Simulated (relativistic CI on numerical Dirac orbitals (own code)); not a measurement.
**Line list: Electric-dipole lines, Eu23+**

Method of calculation: Dirac-Coulomb-Breit CI, separate exchange-only KLI orbitals for each configuration, model QED, unscaled Slater integrals (own radial code, finite nucleus).

Configuration list (outside the closed core [Ar] 3d10): 4s²4p⁶4d⁴, 4s²4p⁵4d⁵, 4s²4p⁶4d³4f, 4s4p⁶4d⁵, 4s²4p⁵4d⁴4f, 4s4p⁶4d⁴4f, 4s²4p⁶4d³5s, 4s²4p⁶4d³5p, 4s²4p⁶4d²4f5s, 4s²4p⁶4d³5d, 4s²4p⁵4d⁴5s, 4s²4p⁶4d²5s5p, 4s²4p⁶4d³5f, 4s²4p⁶4d³6s, 4s²4p⁶4d³6p, 4p⁶4d⁵4f, 4s4p⁶4d³4f5s, 4s²4p⁶4d³6f, 4s²4p⁶4d³7p, 4p⁶4d⁶, 4p⁵4d⁷, 4p⁵4d⁶4f, 4s²4p⁶4d²5s², 4s²4p⁶4d4f5s², 4s²4p⁵4d²4f5s², 4s4p⁶4d²4f5s². Double excitations out of closed p, d and f shells are left out; levels of such configurations are missing from the list, as are those of other unlisted configurations, and high levels can miss mixing partners. These lack a partner that the ground configuration has and come out too high: 4s²4p⁵4d⁴5s.

| λ vac (Å) | Lower | Upper | A (s⁻¹) | gf | Branching (%) |
| --- | --- | --- | --- | --- | --- |
| 67.679 | 4s²4p⁶4d⁴ ³H4 [7] | 4s²4p⁶4d³4f ³H°5 [393] | 6.73e+11 | 5.08e+00 | 29.6 |
| 68.417 | 4s²4p⁶4d⁴ ³H6 [11] | 4s²4p⁶4d³4f ³H°6 [399] | 1.87e+12 | 1.70e+01 | 78.5 |
| 68.491 | 4s²4p⁶4d⁴ ³H5 [10] | 4s²4p⁶4d³4f ³H°5 [393] | 1.21e+12 | 9.39e+00 | 53.4 |
| 69.543 | 4s²4p⁶4d⁴ ³G4 [13] | 4s²4p⁶4d³4f ¹H°5 [389] | 1.63e+12 | 1.30e+01 | 76.6 |
| 69.569 | 4s²4p⁶4d⁴ ⁵D2 [3] | 4s²4p⁶4d³4f ⁵F°3 [354] | 1.42e+12 | 7.21e+00 | 63.3 |
| 69.578 | 4s²4p⁶4d⁴ ³H6 [11] | 4s²4p⁶4d³4f ³I°7 [386] | 2.15e+12 | 2.34e+01 | 100.0 |
| 69.594 | 4s²4p⁶4d⁴ ³H4 [7] | 4s²4p⁶4d³4f ³I°5 [373] | 1.41e+12 | 1.12e+01 | 64.9 |
| 69.595 | 4s²4p⁶4d⁴ ³F3 [15] | 4s²4p⁶4d³4f ³G°4 [394] | 1.53e+12 | 1.00e+01 | 68.7 |
| 69.629 | 4s²4p⁶4d⁴ ³G3 [8] | 4s²4p⁶4d³4f ³H°4 [376] | 1.21e+12 | 7.92e+00 | 57.1 |
| 69.638 | 4s²4p⁶4d⁴ ⁵D3 [5] | 4s²4p⁶4d³4f ⁵F°4 [361] | 1.77e+12 | 1.16e+01 | 84.3 |
| 69.731 | 4s²4p⁶4d⁴ ³H5 [10] | 4s²4p⁶4d³4f ³I°6 [379] | 1.69e+12 | 1.60e+01 | 75.4 |
| 69.808 | 4s²4p⁶4d⁴ ³F4 [4] | 4s²4p⁶4d³4f ³G°5 [358] | 2.02e+12 | 1.62e+01 | 96.0 |
| 69.922 | 4s²4p⁶4d⁴ ³H6 [11] | 4s²4p⁶4d³4f ³G°5 [380] | 1.11e+12 | 8.94e+00 | 54.9 |
| 70.028 | 4s²4p⁶4d⁴ ⁵D1 [2] | 4s²4p⁶4d³4f ³D°2 [339] | 1.21e+12 | 4.45e+00 | 74.9 |
| 70.099 | 4s²4p⁶4d⁴ ³F2 [9] | 4s²4p⁶4d³4f ³G°3 [375] | 1.46e+12 | 7.53e+00 | 68.7 |
| 70.216 | 4s²4p⁶4d⁴ ³H4 [7] | 4s²4p⁶4d³4f ³H°4 [368] | 1.80e+12 | 1.20e+01 | 90.8 |
| 70.386 | 4s²4p⁶4d⁴ ⁵D1 [2] | 4s²4p⁵4d⁵ ⁵P°1 [333] | 1.82e+12 | 4.06e+00 | 84.9 |
| 70.629 | 4s²4p⁶4d⁴ ³F4 [4] | 4s²4p⁶4d³4f ³F°4 [352] | 1.74e+12 | 1.17e+01 | 92.9 |
| 70.672 | 4s²4p⁶4d⁴ ⁵D2 [3] | 4s²4p⁶4d³4f ⁵D°1 [344] | 1.69e+12 | 3.80e+00 | 85.2 |
| 70.797 | 4s²4p⁶4d⁴ ³F4 [4] | 4s²4p⁶4d³4f ³F°3 [348] | 7.95e+11 | 4.18e+00 | 43.1 |

Terms are leading LS components. Brackets give the number of a level in order of energy, since labels repeat. The list gives strong lines, with weight on those to low levels, without lines whose two gauges differ by over a factor of 2.5, among the lowest 400 of 8893 levels, so that lines to higher ones, which can be the strongest, are missing. Levels whose partners in the same complex of configurations lie outside the list can be far off, and so can their lines. Rates are taken at the computed energies, electric ones in the length gauge.

At this charge energies of transitions that change n are usually good to better than 1 %, and those within a shell (Δn = 0) to a few per cent. Terms inside the open d or f shell come out 10 to 20 % too wide with unscaled integrals.

LS names give the leading component of a level, which can be under half, so a name can repeat, a term be missing and a line seem to break the LS rules.
